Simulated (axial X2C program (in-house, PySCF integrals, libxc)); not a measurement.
# Spin–orbit effects down a group: molecules with Br (ions), PBE0

Calculated with an axial X2C code built on PySCF integrals, spin-free (one-electron X2C) or two-component (2c: spin–orbit coupling with atomic mean-field Coulomb and Gaunt terms, which also bring small scalar terms), in Dyall basis sets with cores contracted in-house; open shells are unrestricted.

Basis sets: Br dyall-cv3z, Cs dyall-cv3z, H dyall-v3z, K dyall-cv3z, Li dyall-cv3z, Na dyall-cv3z, Rb dyall-cv3z.

```json
{"molecule": "HBr⁺", "spin-free state": "M_S = 1/2, Λ = 1", "Re (Å)": "1.453", "ωe (cm⁻¹)": "2437.6", "De (eV)": "3.99", "2c state": "Ω = 3/2", "Re 2c (Å)": "1.454", "ωe 2c (cm⁻¹)": "2433.7", "De 2c (eV)": "4.03"}
{"molecule": "LiBr⁺", "spin-free state": "M_S = 1/2, Λ = 1", "Re (Å)": "2.511", "ωe (cm⁻¹)": "306.9", "De (eV)": "0.58", "2c state": "Ω = 3/2", "Re 2c (Å)": "2.512", "ωe 2c (cm⁻¹)": "306.9", "De 2c (eV)": "0.64"}
{"molecule": "NaBr⁺", "spin-free state": "M_S = 1/2, Λ = 1", "Re (Å)": "2.899", "ωe (cm⁻¹)": "145.6", "De (eV)": "0.35", "2c state": "Ω = 3/2", "Re 2c (Å)": "2.899", "ωe 2c (cm⁻¹)": "145.7", "De 2c (eV)": "0.40"}
{"molecule": "KBr⁺", "spin-free state": "?", "Re (Å)": "?", "ωe (cm⁻¹)": "?", "De (eV)": "?", "2c state": "?", "Re 2c (Å)": "?", "ωe 2c (cm⁻¹)": "?", "De 2c (eV)": "?"}
{"molecule": "RbBr⁺", "spin-free state": "M_S = 1/2, Λ = 1", "Re (Å)": "3.546", "ωe (cm⁻¹)": "62.9", "De (eV)": "0.15", "2c state": "Ω = 3/2", "Re 2c (Å)": "3.546", "ωe 2c (cm⁻¹)": "63.0", "De 2c (eV)": "0.20"}
{"molecule": "CsBr⁺", "spin-free state": "M_S = 1/2, Λ = 1", "Re (Å)": "3.767", "ωe (cm⁻¹)": "50.6", "De (eV)": "0.11", "2c state": "Ω = 3/2", "Re 2c (Å)": "3.765", "ωe 2c (cm⁻¹)": "50.8", "De 2c (eV)": "0.17"}
```

(1) Estimate the 2c Re and ωe of KBr⁺ as the mean of its neighbours in the table.

Fragments in 2c: Br+ + H, Br + Li+, Br + Na+, Br + K+, Rb+ + Br, Cs+ + Br. Each entry is the lowest single determinant of a limited PBE0 search at one distance. De goes to single-determinant-based atoms at the same level (for ions the charge split of lowest energy) and is withheld (n/a) where an atom does not fit its ground term or J level. Main or longest-lived isotopes. One determinant is a doubtful description, or other states lie close, for NaBr⁺, KBr⁺, RbBr⁺, CsBr⁺; these need not be ground states, and all values refer to the states named. The functionals have no current term, which raises determinants with orbital currents. Where the atoms have a lower orbital projection than the molecule, De at mean-field level may be about a tenth of an eV too small.

## Answers

(1) Re ≈ 3.223 Å, ωe ≈ 104.3 cm⁻¹. The PBE0 runs give the row below, so the estimate misses by -0.141 Å and 16.2 cm⁻¹.

```json
{"molecule": "KBr⁺", "spin-free state": "M_S = 1/2, Λ = 1", "Re (Å)": "3.363", "ωe (cm⁻¹)": "88.0", "De (eV)": "0.19", "2c state": "Ω = 3/2", "Re 2c (Å)": "3.364", "ωe 2c (cm⁻¹)": "88.1", "De 2c (eV)": "0.24"}
```
